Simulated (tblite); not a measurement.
Compound: C7H7OP.
Cartesian coordinates in Å at the GFN2-xTB level; atoms count from 1:
```
atom  x, y, z in Å
C1     1.975    0.535   -0.297
C2     0.482    0.543   -0.134
C3    -0.176    1.753   -0.240
P4    -1.881    2.043   -0.097
C5    -2.433    0.425    0.202
C6    -1.614   -0.672    0.275
C7    -0.223   -0.648    0.120
C8     0.458   -1.942    0.239
O9    -0.100   -2.993    0.451
H10    2.342    1.541   -0.486
H11    2.459    0.159    0.602
H12    2.267   -0.097   -1.135
H13    0.426    2.634   -0.436
H14   -3.498    0.287    0.338
H15   -2.046   -1.646    0.466
H16    1.555   -1.914    0.119
```

All values are computed: GFN2-xTB (tblite) harmonic vibrations without scaling, gas phase. The method is semi-empirical: single wavenumbers can be off by several per cent or more. One conformer, not necessarily the lowest.

Harmonic wavenumbers (cm⁻¹): 84.2, 99.2, 173.0, 208.8, 223.7, 325.7, 330.8, 395.6, 399.3, 470.3, 564.2, 613.3, 694.8, 775.4, 782.1, 832.3, 855.9, 911.9, 926.5, 928.5, 1017.2, 1029.1, 1108.6, 1188.3, 1218.7, 1260.5, 1357.6, 1384.1, 1396.5, 1403.0, 1482.5, 1486.0, 1495.4, 1547.6, 1721.4, 2805.9, 3012.7, 3019.6, 3029.0, 3043.0, 3047.7, 3057.1.

A = 2347, B = 1135, C = 768.9 MHz; mass 138.023 u (most abundant isotopes); point group Cs, symmetry number 1.

**Question.** What is the zero-point energy?

**Answer.** Half the sum of the wavenumbers: 25854 cm⁻¹ = 309.28 kJ/mol.

**Question.** Entropy at 298.15 K, 1 bar (ideal gas, RRHO, classical rotation)?

**Answer.** Translation 170.31, rotation 123.18, vibration 91.11: S = 384.6 J/(mol K).

**Question.** And Cp and H(298.15 K) − H(0)?

**Answer.** Cp = 142.68 J/(mol K), of which vibrations give 109.42 (their classical limit is 42 R = 349.2); H(298.15 K) − H(0) = 25.44 kJ/mol without the zero-point energy, 15.52 from vibrations.

**Question.** Which modes carry the vibrational entropy at 298.15 K?

**Answer.** 84.2 cm⁻¹: 15.86; 99.2 cm⁻¹: 14.52; 173.0 cm⁻¹: 10.05; 208.8 cm⁻¹: 8.59; 223.7 cm⁻¹: 8.07; 325.7 cm⁻¹: 5.36 J/(mol K); the other 36 give 28.65 together.

**Question.** How do the functions run with temperature in this model?

**Answer.** 
| T (K) | S (J/(mol K)) | Cp (J/(mol K)) | H − H(0) (kJ/mol) | G − H(0) (kJ/mol) | ln q(vib) |
| --- | --- | --- | --- | --- | --- |
| 150 | 308.2 | 86.1 | 8.49 | -37.74 | 1.71 |
| 250 | 361.1 | 124.3 | 19.01 | -71.28 | 3.70 |
| 400 | 431.7 | 179.1 | 41.86 | -130.83 | 6.86 |
| 600 | 515.5 | 234.2 | 83.57 | -225.75 | 11.16 |
| 900 | 621.1 | 285.1 | 162.16 | -396.79 | 17.31 |

q(vib) and H(0) count from the zero-point level.

**Question.** What must be added to the electronic energy to get the Gibbs energy at 298.15 K and 1 bar?

**Answer.** ZPE + [H(298.15 K) − H(0)] − T·S = 309.28 + 25.44 − 114.67 = 220.05 kJ/mol.

**Question.** Blend soft modes into free rotors: weight 1/[1 + (100 cm⁻¹/ν̃)⁴] for the oscillator and the rest for a rotor with moment μB/(μ + B), μ = h/(8π²ν), B = 10⁻⁴⁴ kg m². What vibrational entropy results?

**Answer.** 87.74 J/(mol K) in place of 91.11, which changes −T·S at 298.15 K by +1.00 kJ/mol.

Hindered rotation and anharmonicity are outside this model. Other conformers, if any are populated, would add a mixing term that is left out.
